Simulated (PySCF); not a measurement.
C₈H₁₀Si.
Bonds: C1–C2 (double), C2–C3, C2–C4, C4–C5 (triple), C5–C6, C6–C7 (double), C7–C8, C8–Si9, C6–Si9. Hydrogens: H10, H11 on C1; H12, H13, H14 on C3; H15 on C7; H16, H17 on C8; H18, H19 on Si9.

NICS is the negative of the GIAO shielding at a point without a nucleus: at the ring centre (0) and 1 Å above and below it (1); zz is the component along the ring normal. Level: GIAO PBE0/pcSseg-1 (PySCF, non-relativistic, gas phase) on the GFN2-xTB geometry, one conformer.

Ring bond lengths (Å), with Mayer bond orders in brackets: C6–C7 1.348 (1.73), C7–C8 1.503 (1.02), C8–Si9 1.928 (0.92), Si9–C6 1.906 (0.87).

Task: Give the NICS values of each ring in ppm.

Result: 
| ring | type | NICS(0) | NICS(1), two faces | NICS(1)zz, two faces | rms pucker (Å) | centre to ring atoms, mean (Å) |
| --- | --- | --- | --- | --- | --- | --- |
| C6–C7–C8–Si9 | 4-membered ring with Si; formal bonds 1 double, 3 single | 0.1 | -2.2 / -2.2 | 3.0 / 3.0 | 0.00 | 1.18 |

Task: What do they say, and how far can they be read as aromaticity?

Result: 
- C6–C7–C8–Si9: mean NICS(1)zz 3.0 ppm, deshielded. C8, Si9 have four or more neighbours, and the NICS criterion for π rings isn't applied.

Task: What are the shieldings of the ring atoms and their hydrogens in the same run (means over atoms taken as equivalent)?

Result: 
```tsv
atoms	environment	σ isotropic (ppm)	principal values of the symmetric part, first atom (ppm)
C6	fully substituted alkene carbon	51.9	-43.7, 51.8, 147.5
C7	alkene CH carbon	21.4	-95.4, 20.9, 138.6
C8	sp3 carbon bound to silicon	167.8	149.0, 168.4, 186.1
Si9	SiH2 silicon	383.7	351.9, 363.6, 435.6
H15	vinylic hydrogen	24.46	23.0, 23.6, 26.8
H16 (×2)	methylene hydrogen	29.76	26.4, 27.3, 35.6
H18 (×2)	Si–H hydrogen	26.65	24.3, 24.7, 31.0
```
